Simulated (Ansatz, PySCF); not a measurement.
Species: MgH, charge 0, multiplicity 2. SMILES: [MgH]
Geometry: optimised at B3LYP-D3(BJ)/def2-TZVP (Ansatz, a program for electronic structure).

Property: vertical ionisation energy (to the singlet state of charge +1; each state is the SCF solution reached for its spin), in eV. Cores are frozen in the correlated levels unless marked. Open shells are spin-unrestricted. Spin-orbit coupling is left out. Non-relativistic. Basis-set limits of correlation are two-point, X^-3; Hartree-Fock from the larger set.

| level | program | vertical ionisation energy (eV) |
|---|---|---|
| SVWN5/def2-TZVPD | Ansatz | 7.05 |
| PBE/def2-TZVPD | Ansatz | 7.04 |
| r2SCAN/def2-TZVPD | Ansatz | 7.10 |
| B3LYP/def2-TZVPD | Ansatz | 7.15 |
| BHLYP/def2-TZVPD | Ansatz | 7.07 |
| wB97M-V/def2-TZVPD | Ansatz | 6.88 |
| wB97X-V/def2-TZVPD | Ansatz | 6.98 |
| CCSD/def2-SVPD | Ansatz | 6.86 |
| CCSD/def2-TZVPPD | Ansatz | 6.87 |
| CCSD/def2-QZVPPD | Ansatz | 6.86 |
| CCSD/CBS(def2-TZVPPD,def2-QZVPPD) | Ansatz | 6.87 |
| CCSD(T)/def2-SVPD | Ansatz | 6.87 |
| CCSD(T)/def2-QZVPPD | Ansatz | 6.88 |
| CCSD(T)/CBS(def2-TZVPPD,def2-QZVPPD) | Ansatz | 6.88 |

For comparison, minus the highest occupied orbital energy (PySCF): 4.14 eV at M06-L/def2-TZVPD, 4.20 eV at BP86/def2-TZVPD, 4.90 eV at PW6B95/def2-TZVPD.
